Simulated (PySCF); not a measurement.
C4H9NSi2.
Cartesian coordinates in Å at the PBE0-D3(BJ)/def2-SVP level; atoms count from 1:
```
atom  x, y, z in Å
C1     1.9901   -0.9360    0.0940
Si2    0.5370    0.2048   -0.1672
C3     1.1766    1.7912   -0.9212
N4     1.5609    2.7820   -1.3868
C5    -0.9261   -0.4677   -1.1658
Si6   -2.0233   -0.1479    0.3639
C7    -0.5507    0.5783    1.3386
H8     2.7299   -0.4759    0.7666
H9     1.6527   -1.8821    0.5452
H10    2.4838   -1.1653   -0.8626
H11   -0.8341   -1.5199   -1.4759
H12   -1.1893    0.1296   -2.0521
H13   -3.1371    0.8182    0.1258
H14   -2.5754   -1.3985    0.9694
H15   -0.6429    1.6478    1.5812
H16   -0.2750    0.0386    2.2574
```

Computed with PySCF at PBE0/pcSseg-1 and PBE0/def2-SVPD, non-relativistic, on one gas-phase PBE0-D3(BJ)/def2-SVP geometry that isn't relaxed in the solvent. The solvent is an IEF-PCM continuum (Bondi radii, 1.10 Å for H, scaled by 1.2). Specific hydrogen bonds and non-electrostatic terms are outside this model.

Gas phase at PBE0/pcSseg-1: HOMO -8.14 eV, LUMO -0.53 eV, dipole 3.97 D.

What does the continuum do to the energy, the frontier levels and the dipole at PBE0/pcSseg-1 in dichloromethane and dimethylsulfoxide?

```tsv
solvent	ε	E(solvent) − E(gas) (kJ/mol)	polarisation term (kJ/mol)	distortion of the solute (kJ/mol)	HOMO (eV)	LUMO (eV)	dipole (D)
dichloromethane	8.93	-20.81	-24.48	3.67	-7.88	-0.51	4.94
dimethylsulfoxide	46.83	-24.11	-29.06	4.95	-7.85	-0.52	5.10
```

The first energy column is the sum of the next two and covers electrostatics alone. From dichloromethane to dimethylsulfoxide the lowering changes by a factor 1.16, Onsager's factor (ε − 1)/(2ε + 1) by 1.15 and ε itself by 5.2.

Which radius a makes the point-dipole formula ΔE = −[(ε − 1)/(2ε + 1)]·μ²/a³ give the value in dimethylsulfoxide, with the gas-phase dipole?

μ = 1.561 au and |ΔE| = 0.00918 Eh give a = 2.67 Å; the farthest nucleus lies 3.48 Å from the centroid of the nuclei, so such a sphere wouldn't even hold the nuclei. The formula assumes a rigid point dipole at the centre of a sphere.

Give the dipole vector in the frame of the coordinates (D, pointing from negative to positive charge), gas and dimethylsulfoxide.

Gas (-0.91, -3.52, 1.59), solvent (-1.11, -4.54, 2.04). Its length changes by +29 % and its direction by less than 1°.

Which IAO charges (PBE0/pcSseg-1) respond most in dichloromethane (means over atoms taken as equivalent)?

```tsv
atoms	environment	gas (e)	solvent (e)	change
N4	cyano nitrogen	-0.203	-0.264	-0.061
C3	cyano carbon	-0.161	-0.129	+0.032
H11/H16	methylene hydrogen	+0.165	+0.172	+0.007
H8/H9/H10	methyl hydrogen	+0.164	+0.169	+0.005
H13	Si–H hydrogen	-0.111	-0.116	-0.005
Si6	SiH2 silicon	+0.760	+0.765	+0.005
C1	Si-methyl carbon	-0.715	-0.718	-0.003
H14	Si–H hydrogen	-0.117	-0.119	-0.002
```

Gas phase at PBE0/def2-SVPD: HOMO -8.11 eV, LUMO -0.61 eV, dipole 4.01 D.

What does the continuum do to the energy, the frontier levels and the dipole at PBE0/def2-SVPD in dichloromethane?

```
        solvent     ε  E(solvent) − E(gas) (kJ/mol)  polarisation term (kJ/mol)  distortion of the solute (kJ/mol)  HOMO (eV)  LUMO (eV)  dipole (D)
dichloromethane  8.93                        -21.28                      -25.24                               3.96      -7.85      -0.60        5.04
```

How does the static polarisability (PBE0/def2-SVPD, frozen core, with the continuum's full static response) change?

| medium | isotropic (au) | principal values (au) | ⟨r²⟩ of the electrons (bohr²) |
| --- | --- | --- | --- |
| gas | 100.2 | 86.3, 96.6, 117.8 | 1196.2 |
| dichloromethane | 131.4 | 114.7, 126.5, 152.9 | 1198.0 |

The isotropic value in dichloromethane is 1.31 times the gas-phase one; no cavity-field correction is applied. ⟨r²⟩ is taken about the centre of nuclear charge.
